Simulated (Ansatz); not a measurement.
Reaction (ligand exchange at a B–C bond): `BC(C)O[SiH3]` + `O[SiH]([SiH3])Cl` → `BO[SiH]([SiH3])Cl` + `CCO[SiH3]`

Computed with Ansatz on PBE0-D4/def2-TZVP structures; ΔE is electronic, products minus reactants. CBS: MP2 limit from def2 TZ/QZ plus the TZ coupled-cluster correction, frozen cores. DFT in def2-TZVPP. One conformer a species, not always the lowest.

CCSD(T)/CBS gives -1.49 eV.

Q: Another level gave -1.55 eV. Which?
A. HF/def2-TZVPP
B. PBE-D4/def2-TZVPP
C. SCS-MP2/def2-TZVPP
D. ωB97M-V/def2-TZVPP

A: C. SCS-MP2/def2-TZVPP -1.55, ωB97M-V -1.48, PBE-D4 -1.43, HF/def2-TZVPP -1.64 eV.

Largest T1 diagnostic among the species: 0.013.

In def2-TZVPP, CCSD(T) changes the Hartree–Fock value by +0.12 eV (the triples alone add +0.01 eV) and MP2 by +0.12 eV. The D4 term adds +0.03 eV with B3LYP and +0.02 eV with PBE0; it sums over pairs of atoms, weighted by their polarisabilities, and B3LYP, whose exchange is more repulsive, gets the larger term.

B3LYP here is the variant with VWN-RPA as its local correlation; programs differ in this.
